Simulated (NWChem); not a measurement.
System meant: MgF₂; SMILES [F][Mg][F]

Input file for NWChem:

```
start job
memory heap 200 mb stack 900 mb global 1100 mb
geometry units angstroms noautoz
  Mg     0.000000     0.000000    -0.047706
  F      1.735314     0.000000    -0.047666
  F     -1.735314     0.000000    -0.047666
end
basis spherical
  Mg library 6-31g*
  F library 6-31g*
end
dft
  xc b3lyp
  iterations 150
end
tddft
  cis
  nroots 4
  notriplet
end
task tddft energy
```

End of the output:

```
 Vector   18  Occ=0.000000D+00  E= 5.663923D-03  Symmetry=eu
              MO Center= -9.7D-23,  1.1D-22, -1.8D-17, r^2= 6.8D+00
   Bfn.  Coefficient  Atom+Function         Bfn.  Coefficient  Atom+Function
  ----- ------------  ---------------      ----- ------------  ---------------
    12      0.623930  1 Mg py                11     -0.520494  1 Mg px
     8      0.207361  1 Mg py                 7     -0.172985  1 Mg px
    22     -0.119226  2 F  py                36     -0.119226  3 F  py
    26     -0.114437  2 F  py                40     -0.114437  3 F  py
    21      0.099461  2 F  px                35      0.099461  3 F  px

 center of mass
 --------------
 x =   0.00000000 y =   0.00000000 z =   0.00000000

 moments of inertia (a.u.)
 ------------------
         408.602326950982           0.000000000000           0.000000000000
           0.000000000000         408.602326950982           0.000000000000
           0.000000000000           0.000000000000           0.000000000000

     Multipole analysis of the density
     ---------------------------------

     L   x y z        total         alpha         beta         nuclear
     -   - - -        -----         -----         ----         -------
     0   0 0 0     -0.000000    -15.000000    -15.000000     30.000000

     1   1 0 0     -0.000000     -0.000000     -0.000000      0.000000
     1   0 1 0      0.000000      0.000000      0.000000      0.000000
     1   0 0 1      0.000000      0.000000      0.000000      0.000000

     2   2 0 0    -11.654779     -5.827389     -5.827389      0.000000
     2   1 1 0     -0.000000     -0.000000     -0.000000      0.000000
     2   1 0 1     -0.000000     -0.000000     -0.000000      0.000000
     2   0 2 0    -11.654779     -5.827389     -5.827389      0.000000
     2   0 1 1      0.000000      0.000000      0.000000      0.000000
     2   0 0 2    -23.528513   -108.546642   -108.546642    193.564771

 ------------------------------------------------------------------------
 tddft_init: non-Abelian symmetry not permitted                   0
 ------------------------------------------------------------------------
 ------------------------------------------------------------------------
  current input line :
    21: task tddft energy
 ------------------------------------------------------------------------
 ------------------------------------------------------------------------
 There is an error related to the specified geometry
 ------------------------------------------------------------------------
 For more information see the NWChem manual at https://nwchemgit.github.io

0:tddft_init: non-Abelian symmetry not permitted:Received an Error in Communication
```

### Question
Find the fault in this run and fix the input.

### Answer
The program stopped with an error. Cause: the TDDFT module takes Abelian point groups alone, and the geometry was found to have a non-Abelian one. This input runs:
```
start job
memory heap 200 mb stack 900 mb global 1100 mb
geometry units angstroms noautosym nocenter noautoz
  Mg     0.000000     0.000000    -0.047706
  F      1.735314     0.000000    -0.047666
  F     -1.735314     0.000000    -0.047666
end
basis spherical
  * library 6-31g*
end
dft
  xc b3lyp
  iterations 150
end
tddft
  cis
  nroots 4
  notriplet
end
task tddft energy
```
It converges to -399.88670 Ha (B3LYP/6-31G* (spherical d), TDA).
